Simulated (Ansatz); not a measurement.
Cd₇⁺. Total charge 1; doublet. Geometry PBE/def2-SVP, basis def2-TZVP, Ansatz.

```xyz
7

Cd    3.134   -1.282    0.440
Cd   -0.752   -0.736    1.571
Cd   -2.069    1.138   -0.760
Cd    1.749    1.331    1.162
Cd   -2.117   -1.547   -2.193
Cd    0.621   -2.176   -1.020
Cd   -0.566    3.273    0.799
```

```
run  HOMO (eV)  LUMO (eV)
  A      -7.91      -6.64
  B      -9.45      -4.98
  C      -7.87      -7.70
  D      -7.69      -7.17
  E      -7.94      -6.98
  F      -7.54      -7.31
```

In the def2 sets Cd takes a core potential; there is no spin–orbit coupling. LC-ωPBE has ω = 0.4 bohr⁻¹. B3LYP takes the VWN-RPA correlation. Another isomer (doublet) lies 0.04 eV lower at PBE0/def2-TZVP; other spin states weren't run for this one.

HOMO and LUMO are taken over both spins.

**Question.** The runs used B3LYP, LC-ωPBE, LDA (SPW92), PBE, PBE0, r2SCAN. Estimate which is which.

**Answer.** A PBE0 (25 % exact exchange); B LC-ωPBE (range-separated); C LDA (SPW92) (0 % exact exchange); D r2SCAN (0 % exact exchange); E B3LYP (20 % exact exchange); F PBE (0 % exact exchange). Exact exchange lowers occupied and raises empty levels; among semilocal functionals meta-GGAs tend to open the gap a little, and such runs are hard to tell apart. The gap grows from 0.17 eV (LDA (SPW92)) to 4.47 eV (LC-ωPBE). At LC-ωPBE/def2-TZVP the charge 1 doublet is spin-contaminated (final ⟨S²⟩ up to 0.87, 0.75 for a pure state).
